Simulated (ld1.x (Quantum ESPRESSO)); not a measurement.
lutetium (Lu): one change to a TM semilocal potential, before and after

lutetium (Lu), norm-conserving Troullier–Martins (semilocal form), made with ld1.x (Quantum ESPRESSO) 7.5 (PBE, scalar-relativistic). Core [Xe] 4f14, reference 5d1 6s1 6p0 (charge +1). Waves: 6s (bound): rc 2.20 bohr; 6p (bound, empty): rc 2.70 bohr; 5d (bound): rc 2.35 bohr. Local part: the d channel. Core correction: none.

All-electron outer shells of the reference configuration (PBE, scalar-relativistic, ld1.x):

| shell | level (eV) | outermost node (bohr) | outermost maximum (bohr) |
| --- | --- | --- | --- |
| 4f | -16.33 | – | 0.47 |
| 6s | -10.21 | 1.41 | 2.93 |
| 5d | -7.87 | 0.68 | 1.80 |
| 6p | -6.02 | 1.71 | 3.81 |

Change: all radii scaled by about 1.18 (s 2.60, p 3.18, d 2.76 bohr).

Cutoffs: the cutoffs (Ry, on a coarse ladder) from which the occupation-weighted sum of valence levels, in a spherical-Bessel basis at the reference potential, stays within 10 and 1 mRy of its value at 400 Ry; they do not see the model core or the augmentation charge, which bear on the density cutoff. Errors are all-electron minus pseudo energies relative to the spin-unpolarised reference configuration.

Predict the effect on cutoff, ghosts and configuration errors.

The potential gets softer (18 Ry and 30 Ry → 18 Ry and 21 Ry); of the 7 tests that both files solve, the error grows in 0 and shrinks in 6 by more than 15 % and 0.3 meV (median size 154.5 → 110.5 meV); neither file shows a bound ghost. A larger radius leaves more room for a smooth pseudo-wave, so fewer plane waves are needed. That the errors move this way runs against the usual rule that smaller radii transfer better. A semilocal file is local in each channel, so a ghost entry of none says nothing of the separable form that plane-wave codes build from it.

```tsv
quantity	base	changed
cutoff, loose	18 Ry	18 Ry
cutoff, tight	30 Ry	21 Ry
loose cutoff by channel (10 mRy a level)	s 12 Ry, d 18 Ry	s 6 Ry, d 18 Ry
bound ghosts	none	none
error for 5d1 6s2 6p0, meV [ΔE -7.37 eV]	+32	+24
error for 5d1 6s0 6p0, meV [ΔE 13.28 eV]	+196	+177
error for 5d1 6s1.5 6p0, meV [ΔE -4.38 eV]	+12	+10.0
error for 5d2 6s0 6p0, meV [ΔE 2.53 eV]	+154	+110
error for 5d0 6s2 6p0, meV [ΔE -2.11 eV]	+347	+219
error for 5d0 6s2 6p1, meV [ΔE -6.42 eV]	+323	+221
error for 5d1.5 6s1.5 6p0, meV [ΔE -5.88 eV]	+18	+14
```
